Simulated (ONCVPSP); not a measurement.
B ONCV: all-electron and pseudo phase curves

boron (B), optimised norm-conserving Vanderbilt (ONCV), made with ONCVPSP 4.0.1 (PBE, scalar-relativistic). Core [He], reference 2s2 2p0.5 (charge +0.5). Waves: 2s: rc 1.05 bohr, ncon 4, nbas 8, qcut 5.2 1/bohr, 2 projectors, debl 0.7 Ha; 2p: rc 2.20 bohr, ncon 4, nbas 8, qcut 7 1/bohr, 1 projector. Local part: polynomial inside 1.05 bohr (lpopt 5, dvloc0 0 Ha). Core correction: polynomial model core, fcfact 0.4.

The phase is arctan(r·R′/R) of the radial function R(r), unwrapped; energies in Ha, scanned from -2 to 5 Ha. A pole is an energy at which the radial function vanishes at the test radius. The pseudo phase is shifted by a multiple of π to meet the all-electron one at the reference energy, and phase errors are pseudo minus all-electron; the curves can meet again beyond the range given. Levels narrower than the energy grid can be missing from the lists of poles.

**Question.** For each channel, where are the poles, and over which energies does the pseudopotential scatter like the atom?

**Answer.**

```
channel  radius (bohr)  reference energy (Ha)  poles, all-electron  poles, pseudo  unbroken range about the reference energy with phases within 0.05 rad  phase error 1 Ha above the reference energy (rad)
      s           1.06                  -0.52                 none           none                                                              below 4.7                                             -0.000
      p           2.24                  -0.30           0.18, 3.41     0.19, 3.81                                                              below 0.9                                             +0.021
```

Phases in the s channel:

```json
{"E (Ha)": "-1.98", "all-electron": "0.645", "pseudo": "0.644"}
{"E (Ha)": "-1.80", "all-electron": "0.580", "pseudo": "0.579"}
{"E (Ha)": "-1.62", "all-electron": "0.507", "pseudo": "0.506"}
{"E (Ha)": "-1.44", "all-electron": "0.425", "pseudo": "0.425"}
{"E (Ha)": "-1.26", "all-electron": "0.335", "pseudo": "0.335"}
{"E (Ha)": "-1.08", "all-electron": "0.236", "pseudo": "0.236"}
{"E (Ha)": "-0.90", "all-electron": "0.130", "pseudo": "0.130"}
{"E (Ha)": "-0.72", "all-electron": "0.017", "pseudo": "0.017"}
{"E (Ha)": "-0.54", "all-electron": "-0.100", "pseudo": "-0.100"}
{"E (Ha)": "-0.36", "all-electron": "-0.218", "pseudo": "-0.218"}
{"E (Ha)": "-0.18", "all-electron": "-0.333", "pseudo": "-0.333"}
{"E (Ha)": "0.00", "all-electron": "-0.444", "pseudo": "-0.444"}
{"E (Ha)": "0.18", "all-electron": "-0.547", "pseudo": "-0.547"}
{"E (Ha)": "0.36", "all-electron": "-0.642", "pseudo": "-0.642"}
{"E (Ha)": "0.54", "all-electron": "-0.729", "pseudo": "-0.729"}
{"E (Ha)": "0.72", "all-electron": "-0.807", "pseudo": "-0.807"}
{"E (Ha)": "0.90", "all-electron": "-0.877", "pseudo": "-0.877"}
{"E (Ha)": "1.08", "all-electron": "-0.939", "pseudo": "-0.940"}
{"E (Ha)": "1.26", "all-electron": "-0.995", "pseudo": "-0.996"}
{"E (Ha)": "1.44", "all-electron": "-1.045", "pseudo": "-1.046"}
{"E (Ha)": "1.62", "all-electron": "-1.089", "pseudo": "-1.091"}
{"E (Ha)": "1.80", "all-electron": "-1.129", "pseudo": "-1.132"}
{"E (Ha)": "1.98", "all-electron": "-1.166", "pseudo": "-1.169"}
{"E (Ha)": "2.16", "all-electron": "-1.198", "pseudo": "-1.202"}
{"E (Ha)": "2.34", "all-electron": "-1.228", "pseudo": "-1.233"}
{"E (Ha)": "2.52", "all-electron": "-1.255", "pseudo": "-1.261"}
{"E (Ha)": "2.70", "all-electron": "-1.280", "pseudo": "-1.288"}
{"E (Ha)": "2.88", "all-electron": "-1.303", "pseudo": "-1.312"}
{"E (Ha)": "3.06", "all-electron": "-1.325", "pseudo": "-1.335"}
{"E (Ha)": "3.24", "all-electron": "-1.344", "pseudo": "-1.357"}
{"E (Ha)": "3.42", "all-electron": "-1.362", "pseudo": "-1.377"}
{"E (Ha)": "3.60", "all-electron": "-1.379", "pseudo": "-1.397"}
{"E (Ha)": "3.78", "all-electron": "-1.395", "pseudo": "-1.417"}
{"E (Ha)": "3.96", "all-electron": "-1.410", "pseudo": "-1.435"}
{"E (Ha)": "4.14", "all-electron": "-1.425", "pseudo": "-1.454"}
{"E (Ha)": "4.32", "all-electron": "-1.438", "pseudo": "-1.472"}
{"E (Ha)": "4.50", "all-electron": "-1.451", "pseudo": "-1.491"}
{"E (Ha)": "4.68", "all-electron": "-1.463", "pseudo": "-1.510"}
{"E (Ha)": "4.86", "all-electron": "-1.474", "pseudo": "-1.530"}
```
